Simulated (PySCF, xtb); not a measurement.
H4O, SMILES [OH4+2], charge +2.

Harmonic wavenumbers (cm⁻¹) from GFN2-xTB in xtb at its own minimum, in rising order: 1200, 1201, 1211, 1211, 1212, 2440, 2440, 2440, 2704.

What does PBE-D3(BJ)/def2-TZVPD (PySCF) give at its own minimum? (The exact figures need the calculation; the answer reports its results.)

1400, 1400, 1400, 1561, 1561, 2731, 2731, 2731, 2885. Paired by order, the mean absolute difference is 260 cm⁻¹ and the zero-point energies are 23.0 and 26.3 kcal/mol.
